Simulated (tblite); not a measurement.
Species: C8H10.
Structure used (GFN2-xTB), in Å, numbered top down from 1:
```xyz
18
C8H10 angstrom
C      3.981   -1.078   -0.574
C      3.141   -0.495    0.047
C      2.104    0.221    0.768
C      0.948    0.525   -0.140
C     -0.291    0.104    0.068
C     -1.426    0.396   -0.818
C     -2.795    0.607   -0.223
C     -2.508   -0.637   -0.997
H      4.722   -1.595   -1.106
H      2.531    1.155    1.151
H      1.773   -0.382    1.618
H      1.187    1.116   -1.014
H     -0.522   -0.494    0.941
H     -1.172    0.994   -1.685
H     -3.431    1.357   -0.665
H     -2.895    0.529    0.849
H     -2.412   -1.565   -0.454
H     -2.945   -0.750   -1.977
```

Method: GFN2-xTB as coded in tblite; computed harmonic values from a numerical Hessian at the method's own geometry, unscaled. The method is semi-empirical: single wavenumbers can be off by several per cent or more. One conformer, not necessarily the lowest.

Harmonic wavenumbers (cm⁻¹): 33.3, 85.6, 104.7, 174.5, 214.6, 291.1, 357.5, 400.8, 421.1, 501.7, 638.8, 663.6, 751.8, 798.1, 865.5, 880.4, 930.4, 950.6, 989.2, 1009.3, 1010.9, 1064.9, 1067.7, 1094.7, 1102.0, 1132.6, 1156.1, 1187.7, 1230.3, 1255.0, 1284.6, 1299.1, 1388.9, 1434.7, 1438.7, 1486.4, 1723.0, 2295.0, 2917.4, 2957.9, 3042.2, 3049.3, 3063.7, 3088.6, 3089.7, 3091.7, 3110.8, 3397.3.

A = 7108, B = 768.0, C = 729.4 MHz; mass 106.078 u (most abundant isotopes); point group C1, symmetry number 1.

Q: What is the zero-point energy?

A: ½Σν̃ = 32762 cm⁻¹ = 93.67 kcal/mol.

Q: Entropy at 298.15 K, 1 bar (ideal gas, RRHO, classical rotation)?

A: Translation 39.92, rotation 28.78, vibration 24.87: S = 93.6 cal/(mol K).

Q: And Cp and H(298.15 K) − H(0)?

A: Cp = 34.21 cal/(mol K), of which vibrations give 26.26 (their classical limit is 48 R = 95.4); H(298.15 K) − H(0) = 6.21 kcal/mol without the zero-point energy, 3.84 from vibrations.

Q: Which modes carry the vibrational entropy at 298.15 K?

A: 33.3 cm⁻¹: 5.62; 85.6 cm⁻¹: 3.76; 104.7 cm⁻¹: 3.36; 174.5 cm⁻¹: 2.39; 214.6 cm⁻¹: 2.00; 291.1 cm⁻¹: 1.47 cal/(mol K); the other 42 give 6.27 together.

Q: Blend soft modes into free rotors: weight 1/[1 + (100 cm⁻¹/ν̃)⁴] for the oscillator and the rest for a rotor with moment μB/(μ + B), μ = h/(8π²ν), B = 10⁻⁴⁴ kg m². What vibrational entropy results?

A: 22.49 cal/(mol K) in place of 24.87, which changes −T·S at 298.15 K by +0.71 kcal/mol.

Q: What must be added to the electronic energy to get the Gibbs energy at 298.15 K and 1 bar?

A: ZPE + [H(298.15 K) − H(0)] − T·S = 93.67 + 6.21 − 27.90 = 71.98 kcal/mol.

Q: How do the functions run with temperature in this model?

A: 
```csv
T (K),S (cal/(mol K)),Cp (cal/(mol K)),H − H(0) (kcal/mol),G − H(0) (kcal/mol),ln q(vib)
150,75.4,20.8,2.18,-9.14,2.83
250,88.0,29.5,4.67,-17.32,5.00
400,105.0,44.0,10.19,-31.81,8.27
600,125.9,59.0,20.59,-54.94,12.71
900,152.7,73.2,40.59,-96.86,19.16
```

q(vib) and H(0) count from the zero-point level.

Hindered rotation and anharmonicity are outside this model. Other conformers, if any are populated, would add a mixing term that is left out. The structure is chiral; the term R ln 2 for an equal mix with its mirror image is left out.

Hardware: one thread, x86-64 server, shared host. The figure is for the frequency step alone.
